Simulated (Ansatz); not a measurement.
A geometry relaxed with Ansatz (a first-principles code) with r2SCAN-D4/def2-TZVP, charge 0, multiplicity 1:

```xyz
13

H     -1.1312     2.2741     0.5607
H     -1.9078    -1.3403     1.0594
C     -1.6290    -1.1257     0.0215
C     -0.1466     1.9536     0.2154
Ga    -0.0053    -0.0044     0.0134
H      1.8044    -1.8499     0.1762
H      2.5683    -0.2457     0.2353
H      0.0378     2.4318    -0.7527
H     -2.4794    -0.6149    -0.4358
H      1.9922    -0.9027    -1.2932
C      1.7699    -0.8335    -0.2223
H     -1.4788    -2.0840    -0.4793
H      0.6107     2.3383     0.9033
```

Task: Write the SMILES of this molecule.

Result: `[CH3][Ga]([CH3])[CH3]`
